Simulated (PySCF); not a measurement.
A geometry optimisation, step by step.

Compound: (CF3CO)2NCH3, C5H3F6NO2.
Atom-mapped SMILES: `[CH3:1][N:2]([C:3](=[O:4])[C:5]([F:6])([F:7])[F:8])[C:9](=[O:10])[C:11]([F:12])([F:13])[F:14]` (hydrogens: H15, H16, H17 on C1)

Method: PBE0-D3(BJ)/def2-SVP geometry optimisation, gas phase in PySCF; density fitting, grid level 1; the optimiser is geomeTRIC in internal coordinates, started from a GFN2-xTB structure with every atom displaced at random (about 0.01 Å). 5 of its 19 geometries are shown. The frame can shift and turn from step to step; on so coarse a grid that alone can change the energy by a few meV, and forces under 0.02 eV/Å are noise.

Step 0: E = -27071.6729 eV, largest atomic force 3.205 eV/Å
```
atom  x, y, z in Å  |  force x, y, z in eV/Å
C1      0.048    1.485   -0.757   -1.054   1.382  -0.130
N2      0.186    0.354    0.122    0.486   0.130  -0.006
C3      1.451    0.173    0.628    3.065   0.863   0.365
O4      2.382    0.976    0.481   -2.513  -1.801   0.246
C5      1.791   -1.179    1.339    1.171  -0.132   0.823
F6      1.374   -1.209    2.609    0.243   0.160  -0.603
F7      1.321   -2.231    0.689   -0.091   0.028  -0.167
F8      3.136   -1.305    1.366   -1.051   0.248  -0.092
C9     -0.885   -0.414    0.522   -1.068  -0.203  -0.766
O10    -0.905   -1.188    1.428   -0.135   0.019   0.142
C11    -2.177   -0.255   -0.363   -0.705  -0.065  -0.626
F12    -2.694    0.976   -0.288    0.174  -0.084   0.277
F13    -1.951   -0.486   -1.677    0.269  -0.080   0.781
F14    -3.108   -1.108    0.037    0.595   0.228   0.031
H15    -0.665    2.222   -0.325    0.322  -0.306  -0.188
H16     1.004    1.992   -0.866    0.317  -0.133   0.086
H17    -0.326    1.208   -1.743   -0.024  -0.254  -0.174
```

Step 4: E = -27071.8530 eV, largest atomic force 0.417 eV/Å
```
atom  x, y, z in Å  |  force x, y, z in eV/Å
C1      0.006    1.496   -0.770   -0.009   0.009   0.020
N2      0.178    0.336    0.110    0.226   0.133  -0.050
C3      1.450    0.206    0.698   -0.133  -0.111   0.379
O4      2.263    1.087    0.697   -0.200   0.064  -0.284
C5      1.869   -1.146    1.344    0.003  -0.017  -0.057
F6      1.383   -1.289    2.563    0.038   0.024   0.099
F7      1.504   -2.175    0.585    0.014  -0.040   0.001
F8      3.190   -1.145    1.430    0.008  -0.077  -0.039
C9     -0.897   -0.475    0.446   -0.073  -0.067  -0.023
O10    -0.906   -1.293    1.320    0.049   0.040  -0.058
C11    -2.199   -0.281   -0.384    0.015   0.039   0.110
F12    -2.716    0.936   -0.197   -0.021   0.012  -0.009
F13    -1.978   -0.447   -1.687    0.012  -0.019  -0.066
F14    -3.086   -1.168    0.007   -0.015  -0.018  -0.032
H15    -0.737    2.192   -0.363    0.018   0.019   0.020
H16     0.970    2.008   -0.833    0.044  -0.009   0.004
H17    -0.311    1.169   -1.767    0.025   0.017  -0.014
```

Step 9: E = -27071.8707 eV, largest atomic force 0.064 eV/Å
```
atom  x, y, z in Å  |  force x, y, z in eV/Å
C1      0.033    1.524   -0.738   -0.006   0.004   0.005
N2      0.176    0.344    0.120    0.039  -0.007   0.028
C3      1.443    0.171    0.700    0.017  -0.029  -0.007
O4      2.285    1.022    0.637   -0.010   0.008   0.012
C5      1.835   -1.186    1.356   -0.001  -0.001  -0.004
F6      1.405   -1.267    2.603   -0.006  -0.001  -0.004
F7      1.395   -2.222    0.649    0.005  -0.009   0.002
F8      3.158   -1.245    1.375   -0.015  -0.007  -0.003
C9     -0.913   -0.452    0.445   -0.052  -0.022  -0.029
O10    -0.939   -1.264    1.325    0.029   0.041   0.017
C11    -2.193   -0.260   -0.414    0.000   0.000  -0.005
F12    -2.712    0.959   -0.251   -0.005   0.007  -0.002
F13    -1.933   -0.434   -1.712   -0.005   0.001  -0.004
F14    -3.092   -1.145   -0.046    0.000   0.009  -0.010
H15    -0.681    2.237   -0.308    0.004   0.004   0.003
H16     1.015    2.001   -0.801    0.004  -0.007  -0.003
H17    -0.301    1.227   -1.739   -0.001   0.007   0.004
```

Step 14: E = -27071.8745 eV, largest atomic force 0.033 eV/Å
```
atom  x, y, z in Å  |  force x, y, z in eV/Å
C1      0.133    1.569   -0.679   -0.003  -0.001   0.007
N2      0.189    0.367    0.158    0.016   0.000  -0.028
C3      1.427    0.102    0.758   -0.008  -0.001   0.004
O4      2.323    0.899    0.737   -0.012   0.013   0.009
C5      1.713   -1.301    1.366    0.001   0.000   0.006
F6      1.303   -1.384    2.621   -0.002   0.005  -0.003
F7      1.164   -2.275    0.644   -0.007   0.001   0.008
F8      3.025   -1.478    1.349    0.006   0.001  -0.004
C9     -0.957   -0.358    0.461   -0.006  -0.003   0.005
O10    -1.077   -1.088    1.401    0.002   0.005   0.008
C11    -2.149   -0.197   -0.520   -0.001  -0.010  -0.002
F12    -2.641    1.043   -0.494    0.004  -0.002  -0.001
F13    -1.770   -0.470   -1.770    0.007   0.003  -0.002
F14    -3.105   -1.032   -0.179    0.005  -0.005   0.002
H15    -0.504    2.336   -0.220   -0.002  -0.001  -0.002
H16     1.152    1.957   -0.756    0.001  -0.001  -0.004
H17    -0.247    1.322   -1.677    0.000  -0.004  -0.002
```

Step 18: E = -27071.8757 eV, largest atomic force under 0.02 eV/Å
```
atom  x, y, z in Å  |  force x, y, z in eV/Å
C1      0.111    1.552   -0.714    0.000   0.002  -0.003
N2      0.182    0.372    0.151    0.001  -0.015  -0.010
C3      1.411    0.153    0.785    0.002   0.003   0.004
O4      2.284    0.975    0.775   -0.001   0.002   0.005
C5      1.722   -1.236    1.414    0.001  -0.006  -0.011
F6      1.311   -1.307    2.668    0.000   0.005   0.010
F7      1.193   -2.231    0.707   -0.001   0.006   0.007
F8      3.037   -1.388    1.401   -0.002   0.002   0.002
C9     -0.953   -0.368    0.460    0.002   0.004   0.001
O10    -1.073   -1.066    1.425   -0.004   0.005   0.002
C11    -2.129   -0.268   -0.546   -0.002   0.003  -0.005
F12    -2.654    0.958   -0.559   -0.001   0.000   0.001
F13    -1.720   -0.561   -1.782    0.002  -0.001   0.001
F14    -3.068   -1.120   -0.202    0.000  -0.004   0.001
H15    -0.547    2.316   -0.282    0.001  -0.001  -0.003
H16     1.124    1.960   -0.789    0.000  -0.001  -0.001
H17    -0.250    1.274   -1.711    0.000  -0.003  -0.001
```

Problem. Summarise the path.

Solution. The energy falls by 0.2028 eV from step 0 to step 18; nine tenths of that is first reached at step 6. It rises by more than 0.2 meV at steps 2 and 5. The largest force goes from 3.205 to under 0.02 eV/Å. Among the bonds C3=O4 changes most, from 1.238 to 1.199 Å; the atoms move by 0.102 Å rms after alignment.

Problem. Follow the three bonds and two angles with the largest change from start to end.

Solution. 
```csv
step,E above end (eV),largest force (eV/Å),C3=O4 (Å),C5–F8 (Å),C1–N2 (Å),N2–C1–H16 (°),N2–C3–O4 (°)
0,0.2028,3.205,1.238,1.351,1.439,110.1,124.3
1,0.0376,0.724,1.200,1.324,1.466,107.6,119.3
2,0.1829,1.376,1.200,1.324,1.466,107.6,128.4
3,0.0500,0.668,1.200,1.324,1.466,107.6,124.4
4,0.0228,0.417,1.199,1.324,1.466,107.6,123.0
5,0.0272,0.457,1.198,1.324,1.467,107.3,119.8
6,0.0109,0.213,1.199,1.324,1.466,107.3,120.7
7,0.0109,0.290,1.199,1.324,1.466,107.2,122.3
8,0.0065,0.075,1.199,1.324,1.466,107.3,121.7
9,0.0050,0.064,1.199,1.324,1.466,107.2,121.6
10,0.0034,0.055,1.200,1.324,1.466,107.2,121.4
11,0.0021,0.050,1.199,1.324,1.466,107.2,121.6
12,0.0015,0.037,1.199,1.324,1.465,107.2,121.7
13,0.0013,0.043,1.199,1.324,1.465,107.2,121.8
14,0.0012,0.033,1.199,1.324,1.465,107.2,121.8
15,0.0010,0.029,1.199,1.324,1.465,107.2,121.9
16,0.0008,0.030,1.199,1.324,1.465,107.2,121.8
17,0.0004,0.027,1.199,1.324,1.465,107.2,121.9
18,0.0000,under 0.02,1.199,1.324,1.465,107.2,121.9
```

What follows is the cost of the whole optimisation. On 2 threads of an AMD EPYC 9R14 (shared host), this took 4.0 min wall, 10 min CPU and 1.3 GiB of memory at its peak.
